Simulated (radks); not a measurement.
The numbers below are computed, except where a source is named.
Zr1.125+, 38.875 electrons, occupied as [Ar] 3d10 4s2 4p(up 3, down 2.875) 4d2 5s1 (fractional occupations, a model configuration). Level of theory: scalar-relativistic Kohn-Sham, PBEsol, spin-polarised, spherical densities, point nucleus; open shells are filled with parallel spins first (spin-orbit coupling, left out, can overturn this in heavy ions) (a radial shooting solver on a logarithmic mesh with Libxc functionals).

Normalised radial functions P(r) = r R(r), r in bohr:

r	4s down
0.006045	0.1355
0.009312	0.1766
0.01434	0.2093
0.02209	0.2068
0.03403	0.1286
0.052	-0.0498
0.0801	-0.2799
0.1234	-0.3432
0.1901	-0.0030
0.2927	0.4996
0.4473	0.3793
0.6891	-0.5063
1.061	-1.0541
1.635	-0.6694
2.518	-0.1635
3.848	-0.0135
5.927	-0.0002
9.13	0.0000

4s down: eigenvalue -61.912 eV, 3 radial nodes at r = 0.0471, 0.191, 0.550 bohr, <r> = 1.21 bohr, 90 % of the charge inside 1.76 bohr.
